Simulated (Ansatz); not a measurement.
Geometry optimisation, UKS PBE-D4/def2-TZVP in Ansatz 0.2.0.

input.yaml

```yaml
crystal:
  periodic: [false, false, false]
  atoms:
    - { symbol: Si, position_ang: [-0.27017, -0.8358, -0.14319] }
    - { symbol: Zn, position_ang: [0.41339, 1.37656, 0.09024] }
    - { symbol: H, position_ang: [-1.65468, -1.26774, -0.36431] }
    - { symbol: H, position_ang: [0.26326, -1.91858, 0.69358] }
    - { symbol: H, position_ang: [1.2482, 2.64555, -0.27633] }
magnetization:
  spin_polarized: true
  initial_magnetization: 1
basis:
  gaussian: { orbitals: def2-TZVP }
hamiltonian:
  xc: pbe
  dispersion: d4
relax:
  f_tol: 0.02
  max_steps: 50
```

Command:

```bash
$ ansatz run input.yaml --threads 2 --pin off --max-ram 3072MiB --backend cpu --events-out ev --progress --plain --runs-dir out
```

Q: Where does it end, and by what steps?

A: The forces met the threshold. After 5 steps the energy has fallen by 0.138 eV; Zn2 moved furthest, 0.26 Å.

```csv
step,energy less start (eV),largest force component (eV/Å),accepted
0,0.0000,0.636,yes
1,-0.1158,0.264,yes
2,-0.1335,0.188,yes
3,-0.1182,0.192,no
4,-0.1375,0.038,yes
5,-0.1376,0.005,yes
```

```xyz
5
Properties=species:S:1:pos:R:3
Si -0.259 -0.902 -0.160
Zn 0.556 1.287 -0.109
H -1.723 -1.169 -0.352
H 0.292 -1.943 0.769
H 1.133 2.727 -0.148
```

Whether the end is a true minimum wasn't checked by a vibrational analysis.

Run time: 8.1 s on 2 threads of Intel(R) Xeon(R) 6975P-C (Granite Rapids), with other jobs on the host, peak memory 0.21 GiB.
